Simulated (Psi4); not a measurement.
A ladder of methods for GaH2BrO2 (SMILES [OH][Ga]([OH])[Br])

The species is GaH2BrO2 (6 atoms), meant as a singlet with charge 0. SMILES: `[OH][Ga]([OH])[Br]`. Geometry: optimised at PBE0/def2-TZVP. This is one conformer, not always the lowest.

```xyz
6

O    -0.5702    1.3430   -0.6537
Ga   -0.2023   -0.3514   -0.2738
O     0.8727   -0.8701    1.0401
Br   -1.1628   -1.9473   -1.5413
H    -0.1354    1.9818   -0.0843
H     1.2549   -0.1513    1.5485
```

Quantity: the dipole moment, in D. The values are calculated.

| level | kind | program | value (D) | CPU time |
| --- | --- | --- | --- | --- |
| PBE-D4/def2-TZVPP (density fitting) | GGA | Psi4 | 2.88 | 66 s |
| r2SCAN-D4/def2-TZVPP (density fitting) | meta-GGA | Psi4 | 2.99 | 2.8 min |
| B3LYP-D4/def2-TZVPP (density fitting) | global hybrid | Psi4 | 2.94 | 60 s |
| PBE0-D4/def2-TZVPP (density fitting) | global hybrid | Psi4 | 2.97 | 59 s |
| wB97M-V/def2-TZVPP (density fitting) | range-separated hybrid | Psi4 | 3.00 | 3.4 min |

All-electron rows without a relativistic Hamiltonian named are non-relativistic. The values span 2.88 to 3.00 D. Magnitudes only. CPU times are rough (shared hosts, several kinds of processor and program).
